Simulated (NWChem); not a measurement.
The numbers come from NWChem runs, not from measurements. System: CH3BO, charge 1, spin multiplicity 2, at the geometry of a parent with another charge or spin, in a state set for the comparison that need not be this species' ground state. Its SCF solution wasn't tested for a lower state. Level: UPBE0/6-311++G** (spherical d).

The NWChem input:

```
start mol
memory heap 200 mb stack 900 mb global 1100 mb
charge 1
geometry units angstroms nocenter noautoz
  B      1.287292     0.381731     0.000000
  H      1.754318    -0.095075     1.021815
  H      1.754318    -0.095075    -1.021815
  H      1.250968     1.601672     0.000000
  O     -1.265888    -0.375369     0.000000
  C     -0.178160    -0.052870     0.000000
  symmetry group Cs
end
basis spherical
  * library 6-311++g**
end
dft
  xc pbe0
  odft
  mult 2
  semidirect memsize 60000000 filesize 0
  iterations 100
end
task dft energy
```

Output (cleaned and shortened):

```
             Northwest Computational Chemistry Package (NWChem) 7.3.0
             --------------------------------------------------------

                                NWChem Input Module
                                -------------------

 Scaling coordinates for geometry "geometry" by  1.889725989
 (inverse scale =  0.529177249)

 Turning off AUTOSYM since
 SYMMETRY directive was detected!

                             Geometry "geometry" -> ""
                             -------------------------

 Output coordinates in angstroms (scale by  1.889725989 to convert to a.u.)

  No.       Tag          Charge          X              Y              Z
 ---- ---------------- ---------- -------------- -------------- --------------
    1 B                    5.0000     1.28729200     0.38173100     0.00000000
    2 H                    1.0000     1.75431800    -0.09507500     1.02181500
    3 H                    1.0000     1.75431800    -0.09507500    -1.02181500
    4 H                    1.0000     1.25096800     1.60167200     0.00000000
    5 O                    8.0000    -1.26588800    -0.37536900     0.00000000
    6 C                    6.0000    -0.17816000    -0.05287000     0.00000000

 Effective nuclear repulsion energy (a.u.)      56.3281492229

            Nuclear Dipole moment (a.u.)
            ----------------------------
        X                 Y               Z
 ---------------- ---------------- ----------------
     0.0000000000     0.0000094486     0.0000000000

      Symmetry information
      --------------------

 Group name             Cs
 Group number              2
 Group order               2
 No. of unique centers     5

      Symmetry unique atoms

     1    2    4    5    6


 Summary of "ao basis" -> "" (spherical)
 ------------------------------------------------------------------------------
       Tag                 Description            Shells   Functions and Types
 ---------------- ------------------------------  ------  ---------------------
 *                         6-311++g**                 on all atoms

                                 NWChem DFT Module
[...]
    39     -0.234617  4 H  s                 69      0.229586  6 C  py
    47     -0.181894  5 O  py                38     -0.176970  4 H  s
    59     -0.160266  5 O  py                76     -0.141928  6 C  px

   alpha - beta orbital overlaps
   -----------------------------

   alpha      1      2      3      4      5      6      7      8      9     10
    beta      1      2      3      4      5      6      8      7      9     11
 overlap   1.000  1.000  1.000  1.000  0.989  0.984  0.971  1.000  0.866  0.874

   alpha     11     12     13     14     15     16     17     18     19     20
    beta     10     13     12     14     15     17     16     18     19     20
 overlap   0.999  0.993  0.999  0.994  0.947  0.826  0.982  0.968  0.980  0.832

   alpha     21     22     23     24     25     26     27     28     29     30
    beta     21     22     23     24     25     27     26     28     30     29
 overlap   0.997  0.999  0.998  0.983  0.988  0.962  0.997  0.993  0.976  0.999

   alpha     31     32     33     34     35     36     37     38     39     40
    beta     31     33     32     34     35     40     36     37     38     39
 overlap   0.988  0.954  0.998  0.980  0.998  0.816  0.916  0.940  0.821  0.941

   alpha     41     42     43     44     45     46     47     48     49     50
    beta     41     42     45     43     44     46     48     47     50     49
 overlap   0.989  0.995  0.976  0.978  0.999  0.999  0.993  0.997  0.999  1.000

   alpha     51     52     53     54     55     56     57     58     59     60
    beta     51     52     53     55     54     56     57     58     60     59
 overlap   0.997  0.969  0.993  0.971  0.995  0.992  0.998  0.995  0.995  0.997

   alpha     61     62     63     64     65     66     67     68     69     70
    beta     61     63     62     65     64     66     67     70     68     69
 overlap   0.994  0.974  0.955  0.973  0.957  0.994  0.981  0.768  0.783  0.991

   alpha     71     72     73     74     75     76     77     78     79     80
    beta     71     72     73     74     75     76     77     78     79     80
 overlap   0.991  0.999  0.999  1.000  0.996  0.998  1.000  1.000  1.000  1.000

   alpha     81     82     83     84     85     86     87
    beta     81     83     82     84     85     86     87
 overlap   1.000  1.000  1.000  1.000  1.000  1.000  1.000

     --------------------------
     Expectation value of S2:
     --------------------------
      <S2> =      0.7600 (Exact =     0.7500)

 center of mass
 --------------
 x =  -0.15362521 y =  -0.04556055 z =   0.00000000

 moments of inertia (a.u.)
 ------------------
          30.622898232233         -52.580825865495           0.000000000000
         -52.580825865495         192.349810433237           0.000000000000
           0.000000000000           0.000000000000         207.941727259575

     Multipole analysis of the density
     ---------------------------------

     L   x y z        total         alpha         beta         nuclear
     -   - - -        -----         -----         ----         -------
     0   0 0 0      1.000000    -11.000000    -10.000000     22.000000

     1   1 0 0      1.163777     -0.538356      1.702134      0.000000
     1   0 1 0      0.592606     -0.292599      0.885195      0.000009
     1   0 0 1     -0.000000     -0.000000     -0.000000      0.000000

     2   2 0 0     -7.593614    -59.437824    -51.773840    103.618049
     2   1 1 0      1.295988    -14.918613    -12.300240     28.514841
     2   1 0 1      0.000000      0.000000      0.000000      0.000000
     2   0 2 0     -8.845709    -14.779142     -9.979269     15.912702
     2   0 1 1     -0.000000     -0.000000      0.000000      0.000000
     2   0 0 2    -11.167744     -9.872118     -8.752765      7.457139

 Task  times  cpu:        2.4s     wall:        2.4s

 Total times  cpu:        2.5s     wall:        2.5s
```
